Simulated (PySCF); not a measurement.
Calculation: PySCF with PBE-D3(BJ)/def2-TZVP // B3LYP-D3(BJ)/def2-TZVP. Isolated molecules, 0 K electronic values unless said otherwise. 

Reference species (SMILES): `NB(N)N` (neutral, multiplicity 1).

dipole moment: 0.02 D

Changed species: `BN` (whole molecule; the reference has whole molecule).

Problem. What does the change do to the dipole moment?

Solution. the dipole moment goes up by 2.05 D, to 2.07 D.
